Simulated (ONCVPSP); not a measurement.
# Logarithmic derivatives: Rb (Z = 37), ONCV

- Element: Rb
- Generator: ONCVPSP 4.0.1
- Type: optimised norm-conserving Vanderbilt (ONCV)
- Functional: PBE
- Relativity: scalar-relativistic
- Frozen core: [Ar] 3d10 4s2
- Valence charge: 7
- Reference configuration: 4p6 5s0.5 (charge +0.5)
- Partial waves: 5s: rc 3.75 bohr, ncon 5, nbas 9, qcut 1.8 1/bohr, 2 projectors, debl 0.9 Ha; 4p: rc 1.65 bohr, ncon 3, nbas 7, qcut 4.6 1/bohr, 2 projectors, debl 3.6 Ha; d scattering state at 0.18 Ha: rc 3.25 bohr, ncon 3, nbas 8, qcut 3.4 1/bohr, 2 projectors, debl 1.2 Ha
- Local potential: polynomial inside 1.25 bohr (lpopt 5, dvloc0 2 Ha)
- Core correction: Teter function fitted to the true core (icmod 2), fcfact 0.6

In the d channel the program set the typed energies aside and used 0.050, 1.250 Ha.

The phase is arctan(r·R′/R) of the radial function R(r), unwrapped; energies in Ha, scanned from -2 to 5 Ha. A pole is an energy at which the radial function vanishes at the test radius. The pseudo phase is shifted by a multiple of π to meet the all-electron one at the reference energy, and phase errors are pseudo minus all-electron; the curves can meet again beyond the range given. Levels narrower than the energy grid can be missing from the lists of poles. n/a: not evaluated, since a narrow level or a reset projector energy made the automatic matching unsafe.

Question: For each channel, where are the poles, and over which energies does the pseudopotential scatter like the atom?

Answer:

```
channel  radius (bohr)  reference energy (Ha)  poles, all-electron     poles, pseudo  unbroken range about the reference energy with phases within 0.05 rad  phase error 1 Ha above the reference energy (rad)
      s           3.81                  -0.15           0.45, 2.56  0.45, 1.57, 3.18                                                                    n/a                                                n/a
      p           1.67                  -0.68                 1.31              1.31                                                              below 4.8                                             -0.000
      d           3.30                   0.05           0.29, 2.18        0.30, 2.29                                                              below 2.7                                             +0.007
```

Note: ghosts flagged at negative energy: s at -58.0 eV; GHOST(+) flagged for d at 216.7 eV. A true bound ghost makes a file unfit for plane-wave use.

Phases in the p channel:

```
E (Ha)  all-electron  pseudo
 -1.98         0.668   0.666
 -1.62         0.274   0.273
 -1.26        -0.310  -0.311
 -0.90        -0.815  -0.815
 -0.54        -1.110  -1.110
 -0.18        -1.280  -1.280
  0.18        -1.387  -1.387
  0.54        -1.461  -1.462
  0.90        -1.518  -1.518
  1.26        -1.565  -1.565
  1.62        -1.605  -1.606
  1.98        -1.644  -1.644
  2.34        -1.683  -1.683
  2.70        -1.725  -1.725
  3.06        -1.774  -1.774
  3.42        -1.835  -1.835
  3.78        -1.919  -1.921
  4.14        -2.049  -2.054
  4.50        -2.272  -2.291
  4.86        -2.700  -2.761
```
